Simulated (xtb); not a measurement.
C$_{3}$H$_{9}$Ga, charge -1, doublet, at a GFN2-xTB geometry of the parent state (such geometries of metal compounds can be far from the true shape) (a state made from the parent by changing its charge; the spin is typed, not shown lowest); GFN0-xTB run with xtb.

Input for xtb:
```
$ xtb mol.xyz --gfn 0 --chrg -1 --uhf 1 --json

# file mol.xyz
13

Ga    -0.29203971     0.33248422     0.32507992
C     -0.81222176    -1.79125288    -0.37264226
H     -0.10149786    -2.12380947    -1.11828279
H     -1.78597217    -1.58621334    -0.80809556
H     -0.87885691    -2.46902136     0.46929178
C      0.08037324     1.48913743    -1.43629314
H      0.58076296     0.84265399    -2.16014170
H      0.72752364     2.34157557    -1.22331300
H     -0.84339354     1.86241547    -1.88118647
C      1.65518927    -0.78188169     0.80937839
H      2.22246012     0.04171239     1.23329735
H      2.09165519    -1.13347279    -0.11706188
H      1.50050503    -1.57886848     1.52535701
```

Write the output that xtb gives for this input, abridged.


```
   ID    Z sym.   atoms
    1   31 Ga     1
    2    6 C      2, 6, 10
    3    1 H      3-5, 7-9, 11-13

           -------------------------------------------------
          |                Calculation Setup                |
           -------------------------------------------------

           -------------------------------------------------
          |                 G F N 0 - x T B                 |
           -------------------------------------------------

          ...................................................
          :                      SETUP                      :
          :.................................................:
          :  # basis functions                  40          :
          :  # atomic orbitals                  39          :
          :  # shells                           27          :
          :  # electrons                        25          :
          :  electronic temp.          300.0000000     K    :
          :  accuracy                    1.0000000          :
          :  -> integral cutoff          0.2500000E+02      :
          :  -> integral neglect         0.1000000E-07      :
          ...................................................

         :::::::::::::::::::::::::::::::::::::::::::::::::::::
         ::                     SUMMARY                     ::
         :::::::::::::::::::::::::::::::::::::::::::::::::::::
         :: total energy             -13.898847590001 Eh    ::
         :: gradient norm              0.035881557801 Eh/a0 ::
         :: HOMO-LUMO gap              4.365500521962 eV    ::
         ::.................................................::
         :: H0 energy                -12.931373875616 Eh    ::
         :: repulsion energy           0.177926394144 Eh    ::
         :: electrostat energy        -1.141879264745 Eh    ::
         :: -> Gsolv                   0.000000000000 Eh    ::
         ::    -> Gsasa                0.000000000000 Eh    ::
         ::    -> Gshift               0.000000000000 Eh    ::
         :: dispersion energy         -0.003520843784 Eh    ::
         :: short-range corr.          0.000000000000 Eh    ::
         :: add. restraining           0.000000000000 Eh    ::
         :: total charge              -1.000000000000 e     ::
         :::::::::::::::::::::::::::::::::::::::::::::::::::::

           -------------------------------------------------
          |                Property Printout                |
           -------------------------------------------------

    * Orbital Energies and Occupations

         #    Occupation            Energy/Eh            Energy/eV
      -------------------------------------------------------------
         1        2.0000           -0.6236907             -16.9715
         2        2.0000           -0.6189231             -16.8418
         3        2.0000           -0.6176840             -16.8080
         4        2.0000           -0.5355981             -14.5744
         5        2.0000           -0.5336587             -14.5216
         6        2.0000           -0.5279571             -14.3664
         7        2.0000           -0.5264092             -14.3243
         8        2.0000           -0.5248070             -14.2807
         9        2.0000           -0.5236752             -14.2499
        10        2.0000           -0.4611099             -12.5474
        11        2.0000           -0.4142951             -11.2735
        12        2.0000           -0.3943645             -10.7312
        13        1.0000           -0.3270290              -8.8989 (HOMO)
        14                         -0.1665999              -4.5334 (LUMO)
        15                         -0.1572891              -4.2801
        16                         -0.1462564              -3.9798
        17                         -0.1307148              -3.5569
        18                         -0.1271639              -3.4603
        19                         -0.1255559              -3.4165
        20                         -0.1097900              -2.9875
        21                         -0.0961640              -2.6168
        22                         -0.0820494              -2.2327
        23                         -0.0194437              -0.5291
        24                         -0.0055522              -0.1511
       ...                                ...                  ...
        39                          1.2973147              35.3017
      -------------------------------------------------------------
                  HL-Gap            0.1604292 Eh            4.3655 eV
             Fermi-level            0.0000000 Eh            0.0000 eV

     #   Z          covCN         q      C6AA      α(0)
     1  31 Ga       2.220     0.288   246.667    34.394
     2   6 C        3.477    -0.518    39.173     9.419
     3   1 H        0.925     0.059     2.209     2.324
     4   1 H        0.925     0.016     2.793     2.613
     5   1 H        0.925     0.029     2.604     2.524
     6   6 C        3.591    -0.530    37.730     8.987
     7   1 H        0.924     0.049     2.329     2.387
     8   1 H        0.924     0.013     2.848     2.639
     9   1 H        0.924     0.009     2.911     2.668
    10   6 C        3.477    -0.519    39.204     9.423
    11   1 H        0.925     0.014     2.827     2.629
    12   1 H        0.925     0.058     2.218     2.329
    13   1 H        0.925     0.033     2.546     2.495

 Mol. C6AA /au·bohr⁶  :       2333.981875
 Mol. C8AA /au·bohr⁸  :      98140.560810
 Mol. α(0) /au        :         84.830813

Wiberg/Mayer (AO) data.
largest (>0.10) Wiberg bond orders for each atom

 ---------------------------------------------------------------------------
     #   Z sym  total        # sym  WBO       # sym  WBO       # sym  WBO
 ---------------------------------------------------------------------------
     1  31 Ga   2.006 --     6 C    0.685    10 C    0.549     2 C    0.548
     2   6 C    3.534 --     5 H    0.969     3 H    0.967     4 H    0.964
                             1 Ga   0.548
     3   1 H    0.981 --     2 C    0.967
     4   1 H    0.988 --     2 C    0.964
     5   1 H    0.982 --     2 C    0.969
     6   6 C    3.640 --     9 H    0.956     8 H    0.956     7 H    0.952
                             1 Ga   0.685
     7   1 H    0.984 --     6 C    0.952
     8   1 H    0.984 --     6 C    0.956
     9   1 H    0.984 --     6 C    0.956
    10   6 C    3.535 --    13 H    0.970    12 H    0.966    11 H    0.964
                             1 Ga   0.549
    11   1 H    0.989 --    10 C    0.964
    12   1 H    0.981 --    10 C    0.966
    13   1 H    0.981 --    10 C    0.970
 ---------------------------------------------------------------------------

Topologies differ in total number of bonds
Writing topology from bond orders to xtbtopo.mol

 dipole moment from electron density (au)
     X       Y       Z
  -0.9656   1.7294   0.5387  total (Debye):    5.217

           -------------------------------------------------
          | TOTAL ENERGY              -13.898847590001 Eh   |
          | GRADIENT NORM               0.035881557801 Eh/α |
          | HOMO-LUMO GAP               4.365500521962 eV   |
           -------------------------------------------------

normal termination of xtb
```
